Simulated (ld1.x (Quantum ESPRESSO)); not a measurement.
**Plane-wave convergence, TM potential for Be**

* Element: Be
* Generator: ld1.x (Quantum ESPRESSO) 7.5
* Type: norm-conserving Troullier–Martins (Kleinman–Bylander form)
* Functional: LDA (PZ)
* Relativity: scalar-relativistic
* Frozen core: [He]
* Valence charge: 2
* Reference configuration: 2s2 2p0
* Partial waves: 2s (bound): rc 2.20 bohr; 2p (bound, empty): rc 4.20 bohr; 3d channel at 0.25 Ry: rc 4.55 bohr
* Local potential: all-electron potential smoothed inside 4.05 bohr (lloc = -1)
* Core correction: Bessel-smoothed model core inside 2.10 bohr

The pseudo-atom Hamiltonian at the reference potential is diagonalised in spherical Bessel functions j_l(qr) that vanish at 20 bohr, with q² up to the cutoff. All-electron valence levels (Ry): 2s -0.4121, 2p -0.1547.

Task: How do the lowest levels (Ry) of each channel move with the cutoff, and are there ghosts?

Result:

```
cutoff (Ry)     s #1    s #2     p #1    d #1    f #1    f #2  Σ f·Δε (mRy)
          8  -0.4089  0.0043  -0.1546  0.0664  0.1143  0.2440           6.3
         10  -0.4108  0.0043  -0.1547  0.0664  0.1143  0.2440           2.6
         12  -0.4114  0.0043  -0.1547  0.0664  0.1143  0.2440           1.2
         15  -0.4115  0.0043  -0.1547  0.0664  0.1143  0.2440           1.0
         18  -0.4116  0.0043  -0.1547  0.0664  0.1143  0.2440           0.9
         21  -0.4117  0.0043  -0.1547  0.0664  0.1143  0.2440           0.7
         25  -0.4119  0.0043  -0.1547  0.0664  0.1143  0.2440           0.4
        400  -0.4121  0.0043  -0.1547  0.0664  0.1143  0.2440           0.0
```

Result: no extra level below or beside the all-electron valence levels (s, p, d, f tested); 10 mRy is reached at 8 Ry and 1 mRy at 18 Ry.
